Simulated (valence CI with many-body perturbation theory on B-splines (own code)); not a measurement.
The numbers below are computed, except where a source is named.
**In XLIII: magnetic and hyperfine properties of the levels**

Method: relativistic CI+MBPT: five valence electrons over a frozen Dirac-Fock core [He], radial functions for each j: 9 s, 9 p, 8 d, 6 f, 3 g, 1 h, with the one-electron correlation potential Σ1 (screened to all orders), the two-electron term Σ2, the three-electron term Σ3, Breit, model QED; selected single and double excitations, second order for the rest (own B-spline code, finite nucleus).

No measured spectrum was set against this ion. As an estimate, large intervals hold to a few tenths of a per cent, small ones and those within an open d or f shell to about a per cent. Among the levels kept, up to 1400 cm⁻¹ of a level comes from second order outside the variational space, and about a tenth of that is noise between levels of different J, which matters for small intervals.

A/g_I is the dipole constant over the nuclear g factor μ/I (μ in nuclear magnetons, uniformly magnetised nucleus), B/Q the quadrupole constant per barn. Both hold the static response of the core; the bare values leave it out. Large factors of s and p1/2 electrons are usually good to 5 to 10 %; those of open d and f shells near neutrality can be off by tens of per cent, and small factors of p3/2, d and f electrons come from cancelling terms and can be off by a factor of two or in sign, in half-filled shells by more. B is blank for J = 1/2, where it vanishes, and for nearly pure S terms. Energies count from the lowest level.

Levels are named by their leading jj configuration (3d3/2^4 stands for four electrons in 3d with j = 3/2), which in mixed levels can hold well under half, so a name can repeat and another be missing. Letters in brackets count levels of one name in rising energy.

```csv
Level,E (Ry),g,A/g_I (MHz),A/g_I bare,B/Q (MHz/b),B/Q bare
(2s^2 2p1/2^2 2p3/2) J=3/2,0.00,1.383,203000,211000,370000,371000
(2s^2 2p1/2 2p3/2^2) J=3/2,15.05,1.433,-7050,2180,71600,71700
(2s^2 2p1/2 2p3/2^2) J=5/2,16.41,1.184,450000,453000,-1870,-1870
(2s^2 2p1/2 2p3/2^2) J=1/2,18.38,0.646,1380000,1370000,,
(2s 2p1/2^2 2p3/2^2) J=5/2,29.07,1.495,1020000,1020000,147000,147000
(2s 2p1/2^2 2p3/2^2) J=1/2,33.45,2.151,4110000,4050000,,
(2s^2 2p3/2^3) J=3/2,33.50,1.277,227000,233000,-443000,-444000
(2s 2p1/2^2 2p3/2^2) J=3/2,33.56,1.226,-528000,-505000,-142000,-142000
(2s 2p1/2 2p3/2^3) J=3/2 [a],45.56,1.518,956000,950000,-320000,-320000
(2s 2p1/2 2p3/2^3) J=5/2,47.70,1.274,1270000,1260000,-560000,-561000
(2s 2p1/2 2p3/2^3) J=1/2,49.96,1.452,-1210000,-1170000,,
(2s 2p1/2 2p3/2^3) J=3/2 [b],50.82,1.079,91000,103000,-35100,-35300
(2s 2p3/2^4) J=1/2,66.33,1.687,4150000,4080000,,
(2p1/2^2 2p3/2^3) J=3/2,66.35,1.319,205000,217000,-408000,-409000
(2p1/2 2p3/2^4) J=1/2,82.76,0.646,1380000,1360000,,
(2s^2 2p1/2^2 3s) J=1/2,272.97,2.029,1200000,1180000,,
(2s^2 2p1/2^2 3p1/2) J=1/2,277.21,0.660,389000,386000,,
(2s^2 2p1/2^2 3p3/2) J=3/2,282.51,1.334,61600,63900,105000,105000
(2s^2 2p1/2^2 3d3/2) J=3/2,286.74,0.785,36500,36400,15900,16200
(2s^2 2p1/2 2p3/2 3s) J=3/2 [a],288.35,1.671,314000,317000,262000,263000
(2s^2 2p1/2^2 3d5/2) J=5/2,288.53,1.212,64000,64100,35500,35900
(2s^2 2p1/2 2p3/2 3s) J=1/2,288.82,1.294,-488000,-470000,,
(2s^2 2p1/2 2p3/2 3s) J=5/2,289.56,1.330,595000,595000,300000,301000
(2s^2 2p1/2 2p3/2 3s) J=3/2 [b],289.79,0.993,412000,417000,207000,208000
(2s^2 2p1/2 2p3/2 3p1/2) J=1/2,292.56,1.707,-222000,-207000,,
(2s^2 2p1/2 2p3/2 3p1/2) J=3/2 [a],292.94,1.146,303000,307000,66700,66900
(2s^2 2p1/2 2p3/2 3p1/2) J=5/2,293.75,1.092,485000,487000,324000,325000
(2s^2 2p1/2 2p3/2 3p1/2) J=3/2 [b],295.30,1.361,315000,321000,364000,365000
(2s^2 2p1/2 2p3/2 3p3/2) J=5/2 [a],297.27,1.432,43000,48300,439000,440000
(2s^2 2p1/2 2p3/2 3p3/2) J=1/2 [a],297.65,1.662,-324000,-315000,,
(2s^2 2p1/2 2p3/2 3p3/2) J=3/2 [a],298.05,1.186,404000,404000,-256000,-256000
(2s^2 2p1/2 2p3/2 3p3/2) J=7/2,298.51,1.246,315000,318000,445000,446000
(2s^2 2p1/2 2p3/2 3p3/2) J=3/2 [b],298.88,1.385,150000,155000,76900,77000
(2s^2 2p1/2 2p3/2 3p3/2) J=5/2 [b],299.55,1.234,492000,492000,37100,37200
(2s^2 2p1/2 2p3/2 3p3/2) J=1/2 [b],300.50,0.670,1340000,1330000,,
(2s 2p1/2^2 2p3/2 3s) J=5/2,300.66,1.632,1020000,1020000,321000,322000
(2s 2p1/2^2 2p3/2 3s) J=3/2 [a],301.89,1.536,1220000,1210000,216000,216000
(2s^2 2p1/2 2p3/2 3d3/2) J=3/2 [a],302.19,0.935,88400,90200,-200000,-201000
(2s^2 2p1/2 2p3/2 3d3/2) J=5/2 [a],302.33,0.977,219000,220000,-44000,-43900
(2s^2 2p1/2 2p3/2 3d3/2) J=1/2 [a],302.43,0.229,304000,294000,,
```

(1) Take the isotope of mass number 115, with I = 9/2, μ = 5.5326 μN and Q = 0.772 b. What is the hyperfine structure of (2s 2p1/2^2 2p3/2^2) J=3/2?

Answers

(1) From the table A = -649000 MHz, B = -109000 MHz. Shifts from the centre of gravity in MHz: F = 3: 5300000, F = 4: 2780000, F = 5: -441000, F = 6: -4410000.
